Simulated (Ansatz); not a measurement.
Basis-set extrapolation for `NB1[SiH2]B1F` (PBE0-D4/def2-TZVP geometry, frozen core, the Gaussian-basis code of Ansatz). Multiplicity 1, RHF reference.

|  | def2-TZVPP | def2-QZVPP |
| --- | --- | --- |
| HF | -494.600365 | -494.618012 |
| MP2 correlation | -0.773365 | -0.833387 |
| CCSD(T) correlation | -0.843254 | not run |

Energies in hartree. Use E(X) = E(∞) + A·exp(−7.88·√X) for Hartree–Fock and E(X) = E(∞) + B·X^(−2.97) for correlation, with X = 3 and 4, and add CCSD(T) minus MP2 of the smaller set to the MP2 limit.

What is the CCSD(T) energy at the basis-set limit?

HF limit: -494.618012 + (-0.017647) × 0.13774 = -494.62044. MP2 limit: -0.833387 + (-0.060022) × 0.74074 = -0.87785. Higher-order term: -0.843254 − (-0.773365) = -0.06989. Total: -495.56818 hartree, 78.2 kcal/mol below CCSD(T)/def2-TZVPP.
